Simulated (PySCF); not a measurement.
C3H3, doublet (typed; the unrestricted solution is spin-contaminated), at a GFN2-xTB geometry. Base run: CCSD(T)/3-21G in PySCF.

Input for PySCF:
```python
from pyscf import gto, scf, cc

mol = gto.Mole()
mol.atom = '''
    C     0.00115726    0.01003220    0.11038988
    C     0.01388675    0.12038277    1.32463807
    C    -0.01295680   -0.11232118   -1.23593195
    H     0.02483153    0.21526197    2.36864642
    H     0.90225786   -0.24555186   -1.78366465
    H    -0.93961264   -0.07827287   -1.77955781
'''
mol.basis = '3-21g'
mol.spin = 1
mol.verbose = 5
mol.build()

mf = scf.UHF(mol)
mf.kernel()

mycc = cc.CCSD(mf)
mycc.kernel()
et = mycc.ccsd_t()
print('E(CCSD(T)) = %.10f' % (mycc.e_tot + et))
```

Variants of this job, named by their change:

```
change                ΔE vs base (kcal/mol)  MP2 correlation (Eh)  CC correlation without the perturbative part (Eh)  basis functions
--------------------  ---------------------  --------------------  -------------------------------------------------  ---------------
base                                  0.000              -0.23016                                           -0.26965               33
frozen = 3                             2.93              -0.22531                                           -0.26508               33
cc.direct = True                      0.000              -0.23016                                           -0.26965               33
cc.level_shift = 0.2                  0.000              -0.23016                                           -0.26965               33
cc.diis_space = 10                    0.000              -0.23016                                           -0.26965               33
method = cisd                           ___                     -                                                  -               33
cc.conv_tol = 1e-9                    0.000              -0.23016                                           -0.26965               33
method = mp2                            ___              -0.23016                                                  -               33
cart = on                             0.000              -0.23016                                           -0.26965               33
frozen = 2                              ___                   ___                                                ___               33
```

### Question
Some entries are withheld; supply them.

### Answer

- method = cisd, ΔE vs base (kcal/mol): 23.19
- method = mp2, ΔE vs base (kcal/mol): 30.05
- frozen = 2, ΔE vs base (kcal/mol): 2.28
- frozen = 2, MP2 correlation (Eh): -0.22636
- frozen = 2, CC correlation without the perturbative part (Eh): -0.26608

Open shells are given as the SCF converged; they aren't shown to be the lowest states, and a large step between rows can be another state.
